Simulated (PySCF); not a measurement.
Delta-SCF ions had no search for a lower state. 

H₃Ge, SMILES `[GeH3-]` (charge -1, multiplicity 1)

Level of theory: ωB97X-D3(BJ)/def2-TZVPD // B3LYP-D3(BJ)/def2-TZVPD run with PySCF.

```json
{
  "HOMO": "-2.17 eV",
  "vertical detachment energy (Delta-SCF)": "2.19 eV",
  "total_energy": "-2078.7580 Ha",
  "cost": "about 5 core-seconds (a rough figure)"
}
```

```xyz
4

Ge    -0.0001    -0.0045     0.6707
H     -0.1942     1.3407    -0.2145
H     -1.0627    -0.8363    -0.2294
H      1.2570    -0.4999    -0.2268
```
Charge -1, spin multiplicity 1.
